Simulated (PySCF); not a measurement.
CH3ClF2OSn. Atoms are numbered in the order given.

```xyz
9

C      0.7984    -2.7135     0.0000
O      1.2013    -1.3581     0.0000
Sn    -0.1430     0.0533     0.0000
F     -1.3037    -0.1416    -1.5154
F     -1.3037    -0.1416     1.5154
Cl     0.8282     2.1358     0.0000
H      0.2121    -2.9791     0.8970
H      0.2121    -2.9791    -0.8970
H      1.7155    -3.3222     0.0000
```
Charge 0, spin multiplicity 1.

Geometry: PBE0-D3(BJ)/def2-SVP. The structure was generated by enumeration; whether it is a known compound was not checked. The def2 effective core potentials stand for the cores of Sn; spin–orbit coupling is left out. Other conformers were not sampled.

Computed with PBE/def2-TZVP (PySCF).

Symmetry labels are those of the subgroup Cs that the program uses (full group Cs).

Computed valence orbital energies around the gap with their symmetry:
```json
[
 {"orbital": "HOMO−7", "symmetry": "A'", "energy (eV)": "-9.77"},
 {"orbital": "HOMO−6", "symmetry": "A\"", "energy (eV)": "-9.57"},
 {"orbital": "HOMO−5", "symmetry": "A'", "energy (eV)": "-9.53"},
 {"orbital": "HOMO−4", "symmetry": "A\"", "energy (eV)": "-9.47"},
 {"orbital": "HOMO−3", "symmetry": "A'", "energy (eV)": "-8.66"},
 {"orbital": "HOMO−2", "symmetry": "A\"", "energy (eV)": "-8.65"},
 {"orbital": "HOMO−1", "symmetry": "A'", "energy (eV)": "-7.99"},
 {"orbital": "HOMO", "symmetry": "A\"", "energy (eV)": "-7.32"},
 {"orbital": "LUMO", "symmetry": "A'", "energy (eV)": "-4.03"},
 {"orbital": "LUMO+1", "symmetry": "A\"", "energy (eV)": "-0.67"},
 {"orbital": "LUMO+2", "symmetry": "A'", "energy (eV)": "-0.47"},
 {"orbital": "LUMO+3", "symmetry": "A'", "energy (eV)": "-0.25"}
]
```
